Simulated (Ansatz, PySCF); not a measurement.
Gas-phase reaction (SMILES): CO (CH4O) + [H][H] (H2) -> C (CH4) + O (H2O); energy of full hydrogenation.

Structures are relaxed separately at B3LYP-D3(BJ)/def2-TZVP in Ansatz (a program for electronic structure). Correlated levels leave the core frozen unless marked. No spin-orbit coupling. Non-relativistic. CBS marks a two-point X^-3 extrapolation of the correlation energy; Hartree-Fock from the larger set. Thermal terms are rigid-rotor harmonic-oscillator values from B3LYP-D3(BJ) frequencies (PySCF) at 298.15 K and 1 atm. 1 Eh = 627.5095 kcal/mol.

```tsv
species	E, CCSD(T)/CBS(cc-pVTZ,cc-pVQZ) (Ansatz) (Eh)	E, PBE-D3(BJ)/def2-TZVPD (Ansatz + dftd3) (Eh)	H - E (Eh)	G - E (Eh)
CO (CH4O)	-115.60979	-115.63404	0.05533	0.02827
[H][H] (H2)	-1.17450	-1.16598	0.01336	-0.00144
C (CH4)	-40.45816	-40.46420	0.04840	0.02728
O (H2O)	-76.37426	-76.38147	0.02495	0.00353
```

Problem. Work out ΔE and ΔH, ΔG, ΔS and the equilibrium constant at 298.15 K at the first level, then ΔH at the second.

Solution. 
1. ΔE = [(-40.45816) + (-76.37426)] - [(-115.60979) + (-1.17450)] = -0.04813 Eh = -30.2 kcal/mol at CCSD(T)/CBS(cc-pVTZ,cc-pVQZ).
2. The terms H - E add up to 0.00466 Eh, so ΔH = (-0.04813 + (0.00466))×627.5095 = -27.3 kcal/mol.
3. The terms G - E add up to 0.00398 Eh, so ΔG = -27.7 kcal/mol, and ΔS = (0.00466 - (0.00398))×627509.5/298.15 = 1.4 cal/(mol K).
4. log10 K = -ΔG/(RT ln 10) = 20.3, with RT ln 10 = 1.3642 kcal/mol.
5. At PBE-D3(BJ)/def2-TZVPD the same steps give ΔE = -28.6 and ΔH = -25.7 kcal/mol, a shift of +1.6 from the first level.
6. Tabulated enthalpies of formation (CO (CH4O) -48.0 kcal/mol, ATcT 1.112; [H][H] (H2) 0.0 kcal/mol, zero by definition; C (CH4) -17.8 kcal/mol, ATcT 1.112; O (H2O) -57.8 kcal/mol, ATcT 1.112) give ΔH = -27.6, so the errors are +0.3 and +1.9 kcal/mol; the tables hold anharmonic motion, scalar relativity, which both levels lack, and core correlation, which the frozen-core level lacks.
